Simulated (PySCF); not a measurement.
**Computed spin Hamiltonian**

Species: C₆H₇ClF (doublet state).
Z-matrix (Å and degrees, GFN2-xTB geometry), rows numbered from 1:
```
C 
C   1  1.2918
C   2  1.4407  1  144.45
C   3  1.5488  2  116.66  1   104.51
C   4  1.5307  3   89.49  2  -135.53
Cl  5  1.7736  4  116.44  3   133.67
C   5  1.5375  4   90.69  3    13.59
F   7  1.3605  3  113.43  2    17.79
H   1  1.0913  2  123.57  3     1.15
H   1  1.0803  2  122.07  3  -178.72
H   3  1.0934  2  110.47  1  -126.65
H   4  1.0867  3  116.64  2   105.30
H   4  1.0878  3  111.49  2   -21.96
H   5  1.0901  4  113.83  3  -100.77
H   7  1.0939  3  117.06  2  -107.14
```

The hyperfine couplings belong to this conformer and change with its torsions.

The species is `C=[C][C@@H]1C[C@H](Cl)[C@@H]1F` [radical].

Theory: UKS B3LYP, pcH-1 on C Cl F H, non-relativistic, mean-field spin-orbit, GIAO in PySCF 2.14.0. Geometry: GFN2-xTB, one conformer, isolated molecule. Couplings are sensitive to structure, and on GFN2-xTB geometries they can be far from those on DFT ones. Stability of the SCF solution: not tested.

```json
{
 "g1, g2, g3": "2.00173, 2.00234, 2.00285",
 "g_iso": "2.00230",
 "Form of g": "rhombic: the two nearest values differ by 46 % of g3 − g1",
 "⟨S²⟩": "0.7586 (exact 0.7500)",
 "α and β electrons": "35, 34",
 "HOMO–LUMO gap, α and β orbitals": "6.04, 5.19 eV",
 "Basis functions": "280"
}
```

Isotropic coupling and dipolar principal values T1 to T3, in MHz:

| atom | isotope | a_iso | of which spin–orbit | T1 | T2 | T3 | Mulliken spin population |
| --- | --- | --- | --- | --- | --- | --- | --- |
| C1 | 13C | -15.3 | 0.0 | -17.5 | 2.2 | 15.3 | -0.16 |
| C2 | 13C | 256.8 | -0.1 | -79.6 | -59.8 | 139.4 | 0.97 |
| C3 | 13C | 9.3 | 0.0 | -5.5 | -3.2 | 8.7 | -0.06 |
| C4 | 13C | 16.4 | 0.0 | -1.7 | -0.9 | 2.6 | 0.01 |
| C5 | 13C | -0.8 | 0.0 | -0.8 | -0.1 | 0.9 | 0.00 |
| Cl6 | 35Cl | 0.9 | 0.0 | -1.0 | -0.8 | 1.7 | 0.00 |
| C7 | 13C | 70.3 | 0.0 | -9.9 | -9.9 | 19.8 | 0.08 |
| F8 | 19F | 2.1 | 0.0 | -14.0 | -7.3 | 21.3 | 0.00 |
| H9 | 1H | 184.7 | 0.0 | -4.8 | -1.5 | 6.3 | 0.09 |
| H10 | 1H | 123.0 | 0.0 | -6.3 | -5.1 | 11.4 | 0.05 |
| H11 | 1H | 39.6 | 0.0 | -6.6 | -4.9 | 11.5 | 0.01 |
| H12 | 1H | -1.7 | 0.0 | -2.4 | -1.8 | 4.2 | 0.00 |
| H13 | 1H | -1.3 | 0.0 | -3.6 | -2.6 | 6.3 | 0.00 |
| H14 | 1H | 0.6 | 0.0 | -1.4 | -1.0 | 2.4 | 0.00 |
| H15 | 1H | 0.8 | 0.0 | -5.0 | -1.4 | 6.4 | 0.00 |

The Mulliken spin populations are largest on C2 (+0.97), C1 (-0.16), H9 (+0.09) and C7 (+0.08). C2 is the only atom above +0.15. The positive populations add up to 1.22 and the negative ones to -0.22, together 2S = 1.

Axes: g1 points within 8° of the C2–C3 bond and g2 points within 6° of the C1–H9 bond.

Under fast tumbling the dipolar parts average out, and these isotropic splittings remain (the largest six): 1 × 1H (H9, I = 1/2, 2 lines) with 6.59 mT, 1 × 1H (H10, I = 1/2, 2 lines) with 4.39 mT, 1 × 1H (H11, I = 1/2, 2 lines) with 1.41 mT, 1 × 19F (F8, I = 1/2, 2 lines) with 0.08 mT, 1 × 1H (H12, I = 1/2, 2 lines) with 0.06 mT and 1 × 1H (H13, I = 1/2, 2 lines) with 0.05 mT.

Main isotope only: 35Cl (natural samples also hold 24 % 37Cl, magnetic too, which adds its own pattern).

The 13C coupling of C2 (256.8 MHz) shows only in satellite lines or after enrichment, since that isotope makes up about 1.07 % of natural carbon.
